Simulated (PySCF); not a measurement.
C6H18SeSi2.
Bonds: C1–Si2, Si2–C3, Si2–C4, Si2–Se5, Se5–Si6, Si6–C7, Si6–C8, Si6–C9. Hydrogens: H10, H11, H12 on C1; H13, H14, H15 on C3; H16, H17, H18 on C4; H19, H20, H21 on C7; H22, H23, H24 on C8; H25, H26, H27 on C9.

Method: PySCF 2.14.0, PBE0-D3(BJ)/def2-SVP geometry optimisation, gas phase.

**Question.** What internal coordinates does the optimisation give?

**Answer.** 
```
                    bond  length (Å)   order
 C1–Si2 and 5 like bonds       1.879  single
        Si2–Se5, Se5–Si6       2.300  single
C1–H10 and 17 like bonds       1.101  single
```

Bonds in one row agree within 0.01 Å and their mean is given. Orders are formal, as drawn. A selection of angles:
```
      angle  degrees
 Si2–C1–H10    110.9
 Si2–C1–H11    109.4
 H10–C1–H11    108.2
  C1–Si2–C3    110.2
 C1–Si2–Se5    112.3
 C4–Si2–Se5    104.5
Si2–Se5–Si6    102.6
 Se5–Si6–C7    104.1
```

Dihedral angles: C1–Si2–Se5–Si6 44° (synclinal); Si2–Se5–Si6–C7 164° (antiperiplanar). The mirror-image conformer, all signs reversed, is as good.

Of the pairs four or more bonds apart, H12···H25 is among the closest relative to their van der Waals radii: 2.43 Å, 101 % of the sum of Bondi's values. Si2 (four-coordinate silicon) is distorted tetrahedral (angles from 104.5° to 112.3°). All 6 C–Si bonds measure 1.878 to 1.881 Å.

Point group: C2 (tolerance 0.08 Å). Stationary, but not proved a minimum.

Time: 8.5 min of wall time. Hardware: one thread of an Arm Neoverse V1, no GPU, shared host. That covers the optimisation of the geometry.
